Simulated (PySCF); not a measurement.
# C₆ coefficients of unlike pairs at TPSSh

Calculated with PySCF 2.14 from the dipole response of each species, C₆(A,B) = (3/π) ∫ α_A(iu) α_B(iu) du, in atomic units, from isotropic polarisabilities. For ions this is the dispersion term alone; charge-induced terms of lower order in 1/R come first.

| species | configuration | basis | relativity | α (bohr³) | C₆ (like pair) |
| --- | --- | --- | --- | --- | --- |
| Si⁺ | [Ne] 3s2 3p1 (2P) | dyall-av3z (19s12p3d2f) | spin-free X2C | 19.05 | 101.8 |
| Sn⁺ | [Kr] 4d10 5s2 5p1 (2P) | aug-cc-pwCVTZ-DK3 with one added diffuse shell each of s, p, d, f type (11s10p8d5f1g) | spin-free X2C | 27.66 | 217.9 |
| Fe | [Ar] 3d6 4s2 (5D) | x2c-TZVPPall with one added diffuse shell each of s, p, d, f type (7s6p5d3f1g) | spin-free X2C | 65.26 | 597.2 |
| F⁺ | [He] 2s2 2p4 (3P) | dyall-acv3z (15s9p4d2f) | none | 1.809 | 3.399 |

**Question.** Estimate C₆ for Fe with Si⁺.

**Answer.** The integral gives 236.3. The combination rule 2 C_A C_B / (C_A α_B/α_A + C_B α_A/α_B) gives 232.5 and the geometric mean 246.6.

No spin-orbit coupling is included.

The other pairs:

```json
{"pair": "Fe, Sn⁺", "C₆": "343.0"}
{"pair": "F⁺, Si⁺", "C₆": "15.23"}
{"pair": "Sn⁺, Si⁺", "C₆": "148.0"}
{"pair": "F⁺, Fe", "C₆": "31.91"}
{"pair": "F⁺, Sn⁺", "C₆": "23.70"}
```
